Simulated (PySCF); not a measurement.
Si(CCH)2(Cl)(H) (C4H3ClSi), SMILES [SiH](C#C)(Cl)C#C. Atoms are numbered in the order given.

```xyz
9

Si     0.5626    -0.0055     0.0000
Cl    -0.2757    -1.9033     0.0000
C      0.0132     0.8902    -1.4926
C     -0.3396     1.4890    -2.4913
C      0.0132     0.8902     1.4926
C     -0.3396     1.4890     2.4913
H      2.0352    -0.1528     0.0000
H     -0.6540     2.0176    -3.3732
H     -0.6540     2.0176     3.3732
```

Geometry: B3LYP-D3(BJ)/def2-SVP.

Two levels are set side by side: PBE/pcSseg-1 (PySCF) and HF/pcSseg-1 (PySCF). GIAO shifts against HCl (³⁵Cl), TMS (²⁹Si), TMS (¹H), TMS (¹³C) at the same level; non-relativistic, no solvent, atoms listed together averaged. Without spin–orbit terms, shifts of atoms bonded to Cl or Br come out too high at both levels. Differences are taken from unrounded values.

```
quantity                  PBE
----------------------  -----
δ(²⁹Si) of Si1 (ppm)    -56.0
δ(³⁵Cl) of Cl2 (ppm)     42.9
δ(¹³C) of C3, C5 (ppm)   85.4
δ(¹³C) of C4, C6 (ppm)  103.4
δ(¹H) of H7 (ppm)        5.65
δ(¹H) of H8, H9 (ppm)    2.73
```

### Question
These are the PBE values. What does HF give? (Estimate from the structure and the level; the computed values follow.)

### Answer

```json
[
 {"quantity": "δ(²⁹Si) of Si1 (ppm)", "HF": "-51.8", "PBE minus HF": "-4.2"},
 {"quantity": "δ(³⁵Cl) of Cl2 (ppm)", "HF": "-13.2", "PBE minus HF": "56.0"},
 {"quantity": "δ(¹³C) of C3, C5 (ppm)", "HF": "84.1", "PBE minus HF": "1.3"},
 {"quantity": "δ(¹³C) of C4, C6 (ppm)", "HF": "112.5", "PBE minus HF": "-9.1"},
 {"quantity": "δ(¹H) of H7 (ppm)", "HF": "4.96", "PBE minus HF": "0.69"},
 {"quantity": "δ(¹H) of H8, H9 (ppm)", "HF": "3.32", "PBE minus HF": "-0.59"}
]
```

Rough cost on one machine, each run with all the roots and properties that it gave: HF against PBE within a factor of 2.
